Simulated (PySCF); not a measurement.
A structure optimised at B3LYP-D3(BJ)/def2-TZVP, used in a PySCF frequency run:

```xyz
6

Al     0.0000     0.0000     0.6505
H      0.0000     1.3942     1.3877
H      0.0000    -1.3942     1.3877
N      0.0000     0.0000    -1.1198
H      0.0000     0.8268    -1.6970
H      0.0000    -0.8268    -1.6970
```

Problem. Write its SMILES, formula and point group.

Solution. [NH2][AlH2], AlH4N, C2v

Problem. What are its rotational constants (standard atomic weights)?

Solution. 95.412, 13.081, 11.504 GHz
